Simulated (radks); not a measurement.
Neutral zirconium is in [Kr] 4d3 5s1. Method: scalar-relativistic Kohn-Sham, r2SCAN, spin-polarised, spherical densities, finite nucleus; meta-GGA in the generalised Kohn-Sham scheme; Fermi nuclear charge, rms radius of each element as measured or else 0.836 A^(1/3) + 0.57 fm; computed with a radial shooting solver on a logarithmic mesh with Libxc functionals. Open shells are filled with parallel spins first. One electron is removed from 4d, 5s, 4p, 4s in turn, with full relaxation. Which removal costs least, and what does each cost?

Answer. 4d 6.590 eV; 5s 6.808 eV; 4p 34.397 eV; 4s 57.451 eV. The 4d electron leaves first.
